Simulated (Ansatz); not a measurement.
`BN=CSC` + `CBNC` → `BN(C)BC` + `CSC=N`  (ligand exchange at a B–N bond)

Calculated with Ansatz (gas phase, PBE0-D4/def2-TZVP geometries, no zero-point term in ΔE). CCSD(T)/CBS is the MP2 limit (def2-TZVPP, def2-QZVPP) plus CCSD(T) − MP2 in def2-TZVPP, frozen cores. DFT in def2-TZVPP. Each species was taken in one conformer, which may not be the lowest.

```tsv
level	ΔE (kJ/mol)	difference from CCSD(T)/CBS
PBE0-D4	27.9	14.5
ωB97X-V	15.3	1.9
B2PLYP	24.1	10.7
SCS-MP2/def2-TZVPP	11.3	-2.1
CCSD/def2-TZVPP	11.7	-1.7
CCSD(T)/def2-TZVPP	13.6	0.2
HF/def2-QZVPP	4.5	-8.9
HF/CBS(def2)	4.4	-9.0
MP2/CBS(def2)	13.1	-0.3
CCSD/CBS(def2)	11.4	-2.0
CCSD(T)/CBS	13.4	0
```

Largest T1 diagnostic among the species: 0.015.

From PBE to PBE0 (25 % exact exchange), in def2-TZVPP and without D4, ΔE moves by −10.3 kJ/mol. The D4 term adds −3.2 kJ/mol with B3LYP and −1.5 kJ/mol with PBE0; it sums over pairs of atoms, weighted by their polarisabilities, and B3LYP, whose exchange is more repulsive, gets the larger term.

B3LYP here is the variant with VWN-RPA as its local correlation; programs differ in this.
